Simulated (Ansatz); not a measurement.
Start from `C=CB(F)CC` and change one atom or group to get `C=CB(F)F`.

Ansatz, PBE0-D4/def2-TZVP geometries, multiplicity 1. Each molecule was computed in one conformer, which needn't be the lowest.

```csv
property,`C=CB(F)CC`
HOMO–LUMO gap (B3LYP/def2-TZVPP) / eV,6.35
HOMO energy (B3LYP/def2-TZVPP) / eV,-8.02
LUMO energy (B3LYP/def2-TZVPP) / eV,-1.67
size of the dipole moment (B3LYP/def2-TZVPP) / D,1.20
HOMO energy (PBE0/def2-TZVPP) / eV,-8.26
HOMO–LUMO gap (PBE/def2-TZVPP) / eV,4.49
```

(1) Give the same properties after the change, and the shifts. (Estimate.)

## Answers

(1) Computed: 
```tsv
property	`C=CB(F)F`	shift
HOMO–LUMO gap (B3LYP/def2-TZVPP) / eV	6.65	0.30
HOMO energy (B3LYP/def2-TZVPP) / eV	-8.40	-0.38
LUMO energy (B3LYP/def2-TZVPP) / eV	-1.75	-0.08
size of the dipole moment (B3LYP/def2-TZVPP) / D	2.05	0.85
HOMO energy (PBE0/def2-TZVPP) / eV	-8.65	-0.39
HOMO–LUMO gap (PBE/def2-TZVPP) / eV	5.00	0.51
```

With PBE0 the HOMO falls by 0.39 eV and the LUMO falls by 0.07 eV, so the gap widens by about 0.32 eV. PBE moves the HOMO by -0.59 eV and ωB97M-V by -0.38 eV. Dipoles are sizes alone; their direction can turn.

B3LYP here is the variant with VWN-RPA as its local correlation; programs differ in this.
